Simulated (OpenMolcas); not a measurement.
OpenMolcas run: V⁴⁺

Input:

```
&GATEWAY
Coord
1

V 0.0 0.0 0.0
Basis=ANO-RCC-VDZ
Group=XYZ
NoMove
AngMom=0.0 0.0 0.0
AMFI
&SEWARD
Relativistic=R04O02
&RASSCF
FileOrb=start.orb
Symmetry=1
Spin=2
nActEl=1 0 0
Inactive=3 6
Ras2=5 0
CIRoot=5 5 1
SDav=5
CIMx=300
Iter=120 100
PrWF=0.3
OrbListing=Nothing
MaxOrb=0
Atom
>>> COPY $Project.JobIph JOBPRE
&RASSCF
FileOrb=start.orb
Symmetry=1
Spin=2
nActEl=1 0 0
Inactive=3 6
Ras2=10 0
CIRoot=5 5 1
SDav=10
CIMx=300
Iter=120 100
PrWF=0.3
OrbListing=Nothing
MaxOrb=0
Atom
>>> COPY $Project.JobIph JOB001
&RASSI
NrOfJobIphs=1 5
1 2 3 4 5
IphNames
JOB001
EJob
SpinOrbit
DIPRint=1.0
SOCoupling=1000.0
Subsets=2
MEES
Property=10
'ANGMOM' 1 'ANGMOM' 2 'ANGMOM' 3 'MLTPL  1' 1 'MLTPL  1' 2 'MLTPL  1' 3
'AMFI' 1 'AMFI' 2 'AMFI' 3 'MLTPL  2' 6
SOProperty=3
'ANGMOM' 1 'ANGMOM' 2 'ANGMOM' 3
```

Launched by
```bash
OMP_NUM_THREADS=1 MOLCAS_MEM=2252 MOLCAS_PROJECT=a pymolcas a.inp > a.log  # once for each step of the input, in one work folder
```

A driver script runs the steps one by one and writes start.orb anew before each from the orbitals found so far.

Output, cut to the results:

```
--- SEWARD ---
Basis set label: V.ANO-RCC...5S4P2D.

      Electronic valence basis set:
      ------------------
      Associated Effective Charge  23.000000 au
      Associated Actual Charge     23.000000 au
      Nuclear Model: Point charge

      Shell  nPrim  nBasis  Cartesian Spherical Contaminant
         s      21       5        X
         p      15       4        X
         d      10       2                 X
Relativistic=R04O02
                  Relativistic Douglas-Kroll-Hess integrals:
                    - DKH order of Hamiltonian: 4
                    - DKH order of Properties : 2
--- RASSCF ---
Wave function specifications:
      -----------------------------

      Number of closed shell electrons          18
      Number of electrons in active shells       1
      Max number of holes in RAS1 space          0
      Max nr of electrons in RAS3 space          0
      Number of inactive orbitals                9
      Number of active orbitals                 10
      Number of secondary orbitals               8
      Spin quantum number                      0.5
      State symmetry                             1
Orbital specifications:
      -----------------------

      Symmetry species                           1   2
                                                ag  au
      Frozen orbitals                            0   0
      Inactive orbitals                          3   6
      Active orbitals                           10   0
      RAS1 orbitals                              0   0
      RAS2 orbitals                             10   0
      RAS3 orbitals                              0   0
      Secondary orbitals                         2   6
      Deleted orbitals                           0   0
      Number of basis functions                 15  12
      Number of CSFs                            10
      Number of root(s) required                 5
      Iter CI   SX   CI       RASSCF       Energy    max ROT     max BLB   max BLB  Level Ln srch  Step   QN
          iter iter root      energy       change     param      element    value   shift minimum  type update
 Nr of preliminary CI iterations:   1
 ###############################################################################
 ###############################################################################
 ###                                                                         ###
 ###                                                                         ###
 ###    WARNING: Problems in orbital optimization.                           ###
 ###                                                                         ###
 ###                                                                         ###
 ###############################################################################
 ###############################################################################
  Warning: In symmetry  1, orbital p=   9 has diagonal density matrix element D(p,p) close to zero. D(p,p)=  1.287018E-18
  Warning: In symmetry  1, orbital p=  10 has diagonal density matrix element D(p,p) close to zero. D(p,p)=  1.286825E-18
        ...
  Warning: In symmetry  1, orbital p=  11 has diagonal density matrix element D(p,p) close to zero. D(p,p)=  1.286874E-18
  Warning: In symmetry  1, orbital p=  12 has diagonal density matrix element D(p,p) close to zero. D(p,p)=  1.287085E-18
  Warning: In symmetry  1, orbital p=  13 has diagonal density matrix element D(p,p) close to zero. D(p,p)=  1.286951E-18
        4   1    1    0  -944.70303500    0.00E+00   0.00E+00    3  14 1  4.55E-08   0.00   0.00    SX    NO
      Convergence after  4 iterations
        5   1    1    0  -944.70303500    4.55E-13   0.00E+00    3  14 1  4.55E-08   0.00   0.00    SX    NO
      Natural orbitals and occupation numbers for root  1
      sym 1:   1.000000  -0.000000   0.000000   0.000000   0.000000   0.000000   0.000000   0.000000   0.000000   0.000000
      Natural orbitals and occupation numbers for root  2
      sym 1:   0.000000  -0.000000   0.000000  -0.000000   1.000000   0.000000   0.000000   0.000000   0.000000   0.000000
      Natural orbitals and occupation numbers for root  3
      sym 1:  -0.000000   0.000000   1.000000   0.000000  -0.000000   0.000000   0.000000   0.000000   0.000000   0.000000
::    RASSCF root number  1 Total energy:   -944.70303500
::    RASSCF root number  2 Total energy:   -944.70303500
::    RASSCF root number  3 Total energy:   -944.70303500
...
--- RASSI ---
SPIN-FREE ENERGIES:
  (Shifted by EMIN (a.u.) =       -944.7030350011)

 SF State       Relative EMIN(au)   Rel lowest level(eV)    D:o, cm**(-1)      L_eff

     1             0.0000000000        0.0000000000              0.0000         2.0
     2             0.0000000000        0.0000000000              0.0000         2.0
     3             0.0000000000        0.0000000000              0.0000         2.0
     4             0.0000000000        0.0000000000              0.0000         2.0
     5             0.0000000000        0.0000000000              0.0000         2.0
     Dipole printing threshold changed to   1.00000000E+00
Eigenvalues of complex Hamiltonian:
   -----------------------------------
  (Shifted by EMIN (a.u.) =       -944.7030350011)

 SO State       Relative EMIN(au)   Rel lowest level(eV)    D:o, cm**(-1)     J-value

     1            -0.0016130470        0.0000000000              0.0000         1.1
     2            -0.0016130470        0.0000000000              0.0000         1.1
     3            -0.0016130470        0.0000000000              0.0000         1.2
     4            -0.0016130470        0.0000000000              0.0000         1.2
     5             0.0010753647        0.0731554089            590.0382         1.8
     6             0.0010753647        0.0731554089            590.0382         1.8
     7             0.0010753647        0.0731554089            590.0382         2.2
     8             0.0010753647        0.0731554089            590.0382         1.9
     9             0.0010753647        0.0731554089            590.0382         2.2
    10             0.0010753647        0.0731554089            590.0382         2.0
Weights of the five most important spin-orbit-free states for each spin-orbit state.

 SO State  Total energy (au)           Spin-free states, spin, and weights
 -------------------------------------------------------------------------------------------------------
...
```

The J values that RASSI prints are effective ones from its own formula and need not be integers or half-integers; the table below assigns J from the states.

Levels above the lowest, from the spin-orbit matrix, grouped by J:

```
Configuration  Term    J  E (cm⁻¹)  Measured (cm⁻¹)  Term weight %
           3d    ²D  3/2       0.0              0.0            100
           3d    ²D  5/2       590              625            100
```

Against the measured value (Sugar and Corliss, J. Phys. Chem. Ref. Data 7, 1191 (1978)): 3d ²D_5/2: computed 590, measured 625 cm⁻¹ (-5.6 %).

With one active electron outside closed inactive shells, the extra shells (4d) add no correlation to the reference. With one active electron the reference holds no correlation, so core polarisation is missing. The basis is small and was not contracted for so high a charge. Computed and measured levels are paired by configuration, term and J; levels that our copy of the source lacks, or whose pairing is in doubt (as where it misses far off the trend of its configuration), stay unpaired and out of the deviations. Levels of configurations outside the active space are missing. The first state left out of the spin-orbit step lies near 310000 cm-1 above the lowest spin-free state of the reference (among the parities and spins computed), and the list stops at four fifths of that energy or lower.

The RASSCF and RASSI steps took 2.4 s on 1 thread of Intel(R) Xeon(R) 6975P-C (Granite Rapids), on a shared host; the integral step is not counted.

The term weight is that of the spin-free term in the level, not the purity of its configuration.
